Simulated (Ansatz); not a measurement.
Reaction (formal exchange of groups at the Sn–Se bond): `C[O][SnH2][SeH]` + `C=N` → `C[O][SnH2][CH]=N` + H₂Se

Program: Ansatz. Geometries: PBE0-D4/def2-TZVP. ΔE: electronic, gas phase. CCSD(T)/CBS adds triple-zeta CCSD(T) − MP2 to the extrapolated MP2 energy (def2 sets, frozen cores). This one scheme is used for every species. DFT in def2-TZVPP. B3LYP here is the variant with VWN-RPA as its local correlation; programs differ in this. HSE06 is defined as in plane-wave codes. def2 core potentials past Kr. For Se, Sn outer-core shells are correlated without core-valence functions, which leaves a few kJ/mol of doubt a bond. Scalar relativity is left out up to krypton. One conformer a species, not always the lowest.

`C[O][SnH2][SeH]`:

Z-matrix (Å, degrees):
```
C
O 1 1.405
H 1 1.100 2 112.4
H 1 1.098 2 112.3 3 122.2
H 1 1.094 2 108.2 3 -118.8
Sn 2 1.963 1 119.7 3 -63.2
Se 6 2.527 2 108.8 1 -55.2
H 6 1.696 2 103.6 1 -172.6
H 6 1.707 2 108.1 1 63.0
H 7 1.469 6 91.5 2 95.7
```

`C=N`:

```xyz
5

C     0.196   -0.262   -0.213
N    -0.305    0.154    0.867
H     0.153    0.271   -1.170
H     0.715   -1.222   -0.217
H    -0.759    1.058    0.734
```

`C[O][SnH2][CH]=N`:

Z-matrix (Å, degrees):
```
C
O 1 1.402
H 1 1.094 2 108.5
H 1 1.099 2 112.5 3 -119.0
H 1 1.099 2 112.5 3 119.0
Sn 2 1.971 1 122.1 3 179.5
C 6 2.161 2 93.9 1 -178.9
H 6 1.711 2 108.0 1 -58.9
H 6 1.711 2 108.1 1 61.2
N 7 1.260 6 120.8 2 0.2
H 7 1.094 6 121.3 2 -179.8
H 10 1.024 7 111.9 6 -0.0
```

H₂Se:

```xyz
3

Se   -0.611   -0.185    0.248
H     0.765   -0.251    0.753
H    -0.154    0.436   -1.001
```

```
             level  ΔE (kcal/mol)  difference from CCSD(T)/CBS
       LDA (SPW92)           21.9                         -3.7
            PBE-D4           23.8                         -1.8
           BLYP-D4           23.4                         -2.2
         r2SCAN-D4           24.5                         -1.1
            B97M-V           24.2                         -1.4
          B3LYP-D4           24.7                         -0.9
        r2SCANh-D4           25.0                         -0.6
        r2SCAN0-D4           25.7                          0.1
          HSE06-D4           25.3                         -0.3
          BHLYP-D4           26.6                          1.0
      CAM-B3LYP-D4           24.2                         -1.4
           ωB97X-V           24.7                         -0.9
            B2PLYP           24.9                         -0.7
          PBE-QIDH           25.7                          0.1
               PBE           23.8                         -1.8
            revPBE           24.3                         -1.3
              BLYP           23.7                         -1.9
              PBE0           25.3                         -0.3
             B3LYP           24.7                         -0.9
           r2SCANh           25.1                         -0.5
           r2SCAN0           25.7                          0.1
             HSE06           25.3                         -0.3
             BHLYP           26.2                          0.6
         CAM-B3LYP           24.2                         -1.4
           LC-ωPBE           24.6                         -1.0
RPA@PBE/def2-TZVPP           22.5                         -3.1
       HF/def2-SVP           26.9                          1.3
      MP2/def2-SVP           25.0                         -0.6
     CCSD/def2-SVP           24.3                         -1.3
  CCSD(T)/def2-SVP           23.9                         -1.7
     HF/def2-TZVPP           28.3                          2.7
    MP2/def2-TZVPP           24.9                         -0.7
SCS-MP2/def2-TZVPP           24.8                         -0.8
   CCSD/def2-TZVPP           24.2                         -1.4
     HF/def2-QZVPP           28.4                          2.8
    MP2/def2-QZVPP           26.1                          0.5
SCS-MP2/def2-QZVPP           25.8                          0.2
      HF/CBS(def2)           28.5                          2.9
     MP2/CBS(def2)           26.9                          1.3
    CCSD/CBS(def2)           26.2                          0.6
       CCSD(T)/CBS           25.6                            0
```

Largest T1 diagnostic among the species: 0.014.

From r2SCAN to r2SCAN0 (25 % exact exchange), in def2-TZVPP and without D4, ΔE moves by +1.1 kcal/mol. Leaving LDA and LC-ωPBE aside and taking each functional with its dispersion term where it has one, the values spread over 3.2 kcal/mol, from BLYP-D4 to BHLYP-D4. LDA lies −2.0 kcal/mol from PBE without D4.
